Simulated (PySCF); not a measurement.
# Radial density of Cd⁺ (cadmium, charge +1)

HSE06, [Kr] 4d10 5p1, 2P determinant (an excited configuration). Calculation: PySCF 2.14, in x2c-TZVPPall (8s6p6d2f1g, 79 functions); the spin-free X2C one-electron Hamiltonian (Gaussian nucleus).

```json
{"r (bohr)": "0.0318", "4πr²ρ (e/bohr)": "56.00", "4πr²(ρα − ρβ)": "0.0036"}
{"r (bohr)": "0.0536", "4πr²ρ (e/bohr)": "56.84", "4πr²(ρα − ρβ)": "0.0084"}
{"r (bohr)": "0.0901", "4πr²ρ (e/bohr)": "78.15", "4πr²(ρα − ρβ)": "0.0049"}
{"r (bohr)": "0.152", "4πr²ρ (e/bohr)": "57.50", "4πr²(ρα − ρβ)": "-0.0062"}
{"r (bohr)": "0.255", "4πr²ρ (e/bohr)": "61.97", "4πr²(ρα − ρβ)": "0.0127"}
{"r (bohr)": "0.429", "4πr²ρ (e/bohr)": "35.62", "4πr²(ρα − ρβ)": "0.0001"}
{"r (bohr)": "0.721", "4πr²ρ (e/bohr)": "19.21", "4πr²(ρα − ρβ)": "0.0303"}
{"r (bohr)": "1.21", "4πr²ρ (e/bohr)": "13.45", "4πr²(ρα − ρβ)": "-0.0226"}
{"r (bohr)": "2.04", "4πr²ρ (e/bohr)": "2.367", "4πr²(ρα − ρβ)": "0.2493"}
{"r (bohr)": "3.43", "4πr²ρ (e/bohr)": "0.4128", "4πr²(ρα − ρβ)": "0.3213"}
{"r (bohr)": "5.77", "4πr²ρ (e/bohr)": "0.05510", "4πr²(ρα − ρβ)": "0.0550"}
{"r (bohr)": "9.71", "4πr²ρ (e/bohr)": "0.0006153", "4πr²(ρα − ρβ)": "0.0006"}
```

Densities and radii are taken from the X2C orbitals without a picture-change correction, which distorts them close to the nucleus.

Task: Where is the radial spin density 4πr²(ρα − ρβ) most negative, and why is it negative at all?

Result: Around r = 1.21 bohr, down to -0.0226 e/bohr: exchange with the open shell polarises the paired shells in an unrestricted calculation.
